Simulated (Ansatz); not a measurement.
A run for Ansatz (an electronic-structure program): R-CCSD(T)/cc-pV(T+d)Z on SiH4 (SMILES [SiH4]). The basis file is the Basis Set Exchange's JSON of that set.

Ansatz 0.2 input:
```yaml
crystal:
  periodic: [false, false, false]
  atoms:
    - {symbol: Si, position_ang: [-0.00000000, -0.00000000, 0.00000000]}
    - {symbol: H, position_ang: [0.86054855, 0.86054855, 0.86054855]}
    - {symbol: H, position_ang: [-0.86054855, -0.86054855, 0.86054855]}
    - {symbol: H, position_ang: [-0.86054855, 0.86054855, -0.86054855]}
    - {symbol: H, position_ang: [0.86054855, -0.86054855, -0.86054855]}
basis:
  gaussian:
    orbitals: cc-pV_T+d_Z.json
magnetization: {spin_polarized: false}
correlation: {method: ccsd_t, electrons: outside_noble_gas}
scf: {lower_state_search: off}
```

Program output:

```
WARN ansatz: RAYON_NUM_THREADS=4 ignored (pool sized by the plan → 4); use --threads N
Functional definition: HF
these checks for a lower state are left out or cut short: stability, starts, cluster_reference, orbital_swaps, neighbouring_geometries, increment
integrals: 0.09 GiB planned
532 factors; integrals over basis functions are off by at most 6.7e-4 eV
mean field: 0.13 GiB planned
mean field evaluation 1: about -7925.0136 eV, gradient 1.0e1 eV
mean field evaluation 2: about -7925.0149 eV, gradient 1.0e1 eV
mean field evaluation 4: about -7925.6763 eV, gradient 3.7e-1 eV
mean field evaluation 8: about -7925.6771 eV, gradient 6.5e-5 eV
mean field -7925.67707147 eV, -291.2632601596 hartree, gradient 2.2e-6 eV, S^2 0.000000; 0 other end points of the search recorded, 0 dependent functions left out
5 core orbitals not correlated
reference -7925.67707147 eV, -291.2632601596 hartree; 4, 4 occupied and 86, 86 virtual orbitals, 532 factors
second order -3.89115666 eV of doubles, -0.00000000 eV of singles
coupled cluster: 0.21 GiB planned
cycle   1  -4.48156605 eV  change   -5.9e-1 eV  update   5.5e-2
cycle   2  -4.69983148 eV  change   -2.2e-1 eV  update   1.9e-2
cycle   3  -4.70595221 eV  change   -6.1e-3 eV  update   4.3e-3
cycle   4  -4.70437263 eV  change    1.6e-3 eV  update   1.4e-3
cycle   5  -4.70401290 eV  change    3.6e-4 eV  update   3.9e-4
cycle   6  -4.70402863 eV  change   -1.6e-5 eV  update   7.1e-5
cycle   7  -4.70404305 eV  change   -1.4e-5 eV  update   1.6e-5
cycle   8  -4.70404367 eV  change   -6.2e-7 eV  update   3.7e-6
perturbative correction -0.10415270 eV, -0.0038275410 hartree
Total energy: -7930.48526783 eV, -291.4399581169 hartree
Checks for a lower state left out: stability, starts, cluster_reference, orbital_swaps, neighbouring_geometries, increment
```

Self-consistency was reached.

Cost: roughly 2.7 core-seconds.
